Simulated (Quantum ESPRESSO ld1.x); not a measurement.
Ne III, 8 electrons, occupied as [He] 2s2 2p4. All-electron calculation, scalar-relativistic Kohn-Sham, LDA (Slater exchange, Perdew-Zunger correlation), spin-unpolarised, spherical densities, point nucleus. Program: ld1.x of Quantum ESPRESSO 7.5.

Normalised radial functions P(r) = r R(r), r in bohr:

r	3s
0.01693	0.0764
0.02152	0.0925
0.02736	0.1105
0.03506	0.1303
0.04457	0.1492
0.05667	0.1654
0.07261	0.1754
0.09231	0.1735
0.1183	0.1534
0.1504	0.1104
0.1912	0.0404
0.245	-0.0583
0.3114	-0.1685
0.3959	-0.2709
0.5073	-0.3347
0.6449	-0.3205
0.8199	-0.2087
1.051	0.0057
1.336	0.2689
1.698	0.5138
2.176	0.6584
2.766	0.6407
3.516	0.4888
4.506	0.2805
5.728	0.1200
7.282	0.0353
9.332	0.0061

3s (empty): eigenvalue -16.162 eV, 2 radial nodes at r = 0.213, 1.04 bohr, <r> = 2.74 bohr, 90 % of the charge inside 4.08 bohr.
